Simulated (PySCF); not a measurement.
Dipole moment and polarisability of `CCO[SiH2]C(F)(F)F`

Species: C3H7F3OSi.
Structure used (PBE0-D3(BJ)/def2-SVP), in Å, numbered top down from 1:
```xyz
15
C3H7F3OSi angstrom
C     -2.4284   -0.5774    0.4999
C     -1.1490    0.2156    0.4004
O     -0.4000   -0.2459   -0.7098
Si     1.0582    0.3478   -1.2044
C      2.3927   -0.0031    0.1496
F      2.5230   -1.3107    0.4111
F      2.0822    0.6020    1.3132
F      3.5988    0.4521   -0.2217
H     -2.2078   -1.6464    0.6371
H     -3.0247   -0.4647   -0.4175
H     -3.0309   -0.2329    1.3537
H     -1.3714    1.2929    0.2806
H     -0.5561    0.1096    1.3265
H      1.0430    1.8283   -1.3913
H      1.4569   -0.3801   -2.4326
```

Level: wB97X-D/def2-SVPD (PySCF), static field, nuclei fixed, core orbitals frozen in the response. The polarisability tensor in these axes (au):

```
x   76.99  1.63 -3.88
y    1.63 64.19 -0.77
z   -3.88 -0.77 67.41
```

Problem. Diagonalise the tensor; give its mean and Δα, where Δα² is half the sum of the squared differences of the eigenvalues.

Solution. Principal values 63.95, 66.05 and 78.59 au; mean 69.53 au = 10.30 Å³ = 11.46 × 10⁻⁴⁰ C²·m²/J; Δα = 13.71 au (20 % of the mean).

Problem. What is the dipole moment, and where does it point?

Solution. (-1.98, 0.93, -0.52) D, 2.25 D in size, pointing from the negative to the positive side. Measured along this direction, the outermost atoms are F8 and F6 at the negative end and H10 at the positive end.

Problem. Find the Langevin capture rate constant for H3+ (3.023 u) meeting this molecule (144.022 u), k = 2.342 × 10⁻⁹ cm³/s × √(α in Å³ / reduced mass in u).

Solution. The reduced mass is 2.96 u, so k = 4.37 × 10⁻⁹ cm³/s. The formula leaves out the permanent dipole, which adds to the capture rate.

Problem. Refractivity n − 1 of an ideal gas of it at 298.15 K and 1 atm, from the electronic α?

Solution. N = p/kT = 2.4615 × 10¹⁹ cm⁻³, so n − 1 = 2π × N × 10.30 × 10⁻²⁴ cm³ = 1593 × 10⁻⁶ at long wavelengths.

Problem. Form Σ f/ω² (atomic units) for the 10 lowest TDDFT singlets, given as eV and f, and set it beside the mean polarisability, which is this sum over all singlets: 7.41, 0.0008; 8.13, 0.0111; 8.41, 0.0136; 8.65, 0.0198; 8.91, 0.0160; 9.00, 0.0244; 9.09, 0.0305; 9.18, 0.0271; 9.26, 0.0160; 9.52, 0.1135.

Solution. They add up to 2.42 au, 3.5 % of the 69.53 au; the largest single term is 0.93 au, from the state at 9.52 eV. Terms in order: 0.01, 0.12, 0.14, 0.20, 0.15, 0.22, 0.27, 0.24, 0.14, 0.93 au. Higher excitations give the rest. The strengths listed sum to 0.273.

Problem. What are the principal values of the traceless quadrupole moment, Θ = ½Σq(3rr − r²1), about the centre of nuclear charge?

Solution. -5.55, 0.02, 5.53 D·Å. The values depend on the origin, since the dipole doesn't vanish. The electronic extent ⟨r²⟩ about the same centre is 1400 bohr², a root-mean-square distance of 2.30 Å for the 74 electrons.

Isolated species at its PBE0-D3(BJ)/def2-SVP geometry (one conformer only).
